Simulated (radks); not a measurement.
Problem. Ionisation of neutral barium, [Xe] 6s2, to [Xe] 6s1 as the strength of local exchange is varied. All-electron calculation, scalar-relativistic Kohn-Sham, Slater X-alpha exchange (alpha = 2/3 is LDA exchange), no correlation, spin-unpolarised, spherical densities, finite nucleus; Fermi nuclear charge, rms radius 4.8378 fm. Program: a radial shooting solver on a logarithmic mesh with Libxc functionals.

| alpha | E(Ba) (hartree) | exchange (hartree) | IE (eV) | -e of the level emptied (eV) | <r> of it (bohr) |
|---|---|---|---|---|---|
| 0.566 | -8095.5169 | -157.1691 | 4.293 | 2.196 (6s) | 5.057 |
| 0.582 | -8099.9738 | -161.6953 | 4.361 | 2.255 (6s) | 5.028 |
| 0.616 | -8109.4524 | -171.3287 | 4.507 | 2.384 (6s) | 4.967 |
| 0.667 | -8123.6898 | -185.8174 | 4.731 | 2.582 (6s) | 4.879 |
| 0.792 | -8158.6840 | -221.5252 | 5.301 | 3.095 (6s) | 4.679 |
| 0.908 | -8191.2841 | -254.9112 | 5.857 | 3.603 (6s) | 4.512 |
| ? | -8155.5989 | -218.3718 | 5.250 | 3.048 (6s) | 4.696 |

Which alpha was used in the last row?

Solution. alpha = 0.781. NIST Atomic Spectra Database: 5.212 eV (measured). The Delta-SCF value meets it near alpha = 0.77. Spin polarisation and multiplet splitting are left out, so open shells lie too high by an amount that depends on their filling.

Beside tabulated values, note that spin-unpolarised runs miss the spin-polarisation part of the exchange energy of open shells.
